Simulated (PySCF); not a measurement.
MBe for M along the chalcogens

PBE with double-zeta basis sets in PySCF, for the lowest determinant that a PBE0 search found; no spin–orbit coupling. De refers to high-spin ground-configuration atoms. A positive dipole means M(−)Be(+).

```
 M       basis  state (unpaired electrons)  Re (Å)  ωe (cm⁻¹)  De (eV)  μ (D)
 O  x2c-SVPall      singlet (closed shell)   1.359       1437     5.05   5.37
 S    def2-SVP      singlet (closed shell)   1.770        968     3.71   4.57
Se    def2-SVP      singlet (closed shell)   1.893        829     3.22   4.19
```

The shortest bond is that of BeO (1.359 Å), the longest that of BeSe (1.893 Å). BeO is bound most strongly (5.05 eV) and BeSe least (3.22 eV).

The rows differ in basis set, which adds steps of its own.

Down a group the atoms grow and get heavier, so bonds lengthen and wavenumbers fall; this series shows no clear exception.
